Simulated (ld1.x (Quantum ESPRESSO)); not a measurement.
# Configuration tests for cobalt (Co) (PAW)

- Element: Co (Z = 27)
- Generator: ld1.x (Quantum ESPRESSO) 7.5
- Type: PAW
- Functional: PBE
- Relativity: scalar-relativistic
- Frozen core: [Ar]
- Valence charge: 9
- Reference configuration: 3d7 4s1 4p1
- Partial waves: 4s (bound): rcut 1.90, rcutus 2.30 bohr; 4s channel at 2.9 Ry: rcut 1.90, rcutus 2.30 bohr; 4p (bound): rcut 3.65, rcutus 3.90 bohr; 4p channel at 1.8 Ry: rcut 3.65, rcutus 3.90 bohr; 3d (bound): rcut 0.90, rcutus 1.15 bohr; 3d channel at -0.35 Ry: rcut 0.90, rcutus 1.15 bohr
- Local potential: all-electron potential smoothed inside 1.65 bohr (lloc = -1)
- Core correction: Bessel-smoothed model core inside 0.80 bohr
- Augmentation charge: PSQ, inside the norm-conserving radii

Energies are relative to the spin-unpolarised reference configuration 3d7 4s1 4p1; without spin polarisation the order of configurations can differ from experiment.

Give the all-electron excitation energy and the error of the potential for: 3d7 4s2 4p0; 3d7 4s1 4p0; 3d7 4s0 4p0; 3d6 4s0 4p0; 3d7 4s1.5 4p0; 3d6 4s2 4p0; 3d8 4s1 4p0.

```tsv
valence configuration	charge	ΔE all-electron (eV)	error AE − PS (meV)
3d7 4s2 4p0	0	-4.351	+6.0
3d7 4s1 4p0	+1	4.679	-0.3
3d7 4s0 4p0	+2	21.465	-9.5
3d6 4s0 4p0	+3	57.335	-216
3d7 4s1.5 4p0	+0.5	-0.748	+3.2
3d6 4s2 4p0	+1	10.831	-107
3d8 4s1 4p0	0	-5.553	-84
```

Levels in the configuration 3d6 4s2 4p0:

```json
{"level": "3d", "all-electron (eV)": "-22.788", "pseudo (eV)": "-23.095"}
{"level": "4s", "all-electron (eV)": "-14.528", "pseudo (eV)": "-14.549"}
```
